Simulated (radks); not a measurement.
Polarisabilities and homonuclear dispersion coefficients (atomic units). All-electron calculation, scalar-relativistic Kohn-Sham, exchange-only LDA, spin-polarised, spherical densities, finite nucleus; Fermi nuclear charge, rms radius of each element as measured or else 0.836 A^(1/3) + 0.57 fm. Program: a radial shooting solver on a logarithmic mesh with Libxc functionals. Response by self-consistent Sternheimer equations with the Hartree and adiabatic exchange-only LDA kernel, the relativistic mass of each level held fixed and spin-orbit coupling left out. "Uncoupled" leaves out the induced potential. Quadrupole and octupole values are given only where no p, d or f shell is open.

| species | configuration | alpha1 (bohr^3) | alpha1, uncoupled | alpha2 (bohr^5) | alpha3 (bohr^7) | C6 | C8 | recommended alpha1 |
|---|---|---|---|---|---|---|---|---|
| Ar | [Ar] | 12.79 | 19.20 | 69.66 | 846.2 | 76.26 | 2162 | 11.083 +/- 0.007 |
| K+ | [Ar] | 5.918 | 9.175 | 19.32 | 135.3 | 25.70 | 461.9 | - |
| Ca2+ | [Ar] | 3.406 | 5.365 | 7.763 | 37.50 | 11.38 | 147.9 | - |
| Sc3+ | [Ar] | 2.189 | 3.479 | 3.739 | 13.51 | 5.837 | 58.31 | - |
| Ti4+ | [Ar] | 1.508 | 2.409 | 2.013 | 5.708 | 3.291 | 26.26 | - |
| V5+ | [Ar] | 1.090 | 1.746 | 1.171 | 2.693 | 1.986 | 12.99 | - |
| Cr6+ | [Ar] | 0.8166 | 1.309 | 0.7217 | 1.379 | 1.262 | 6.903 | - |
| Mn7+ | [Ar] | 0.6290 | 1.009 | 0.4652 | 0.7523 | 0.8353 | 3.879 | - |
| Fe8+ | [Ar] | 0.4956 | 0.7944 | 0.3110 | 0.4320 | 0.5715 | 2.282 | - |

Recommended values: Schwerdtfeger and Nagle, table of static dipole polarisabilities (2023 update), measured or computed.
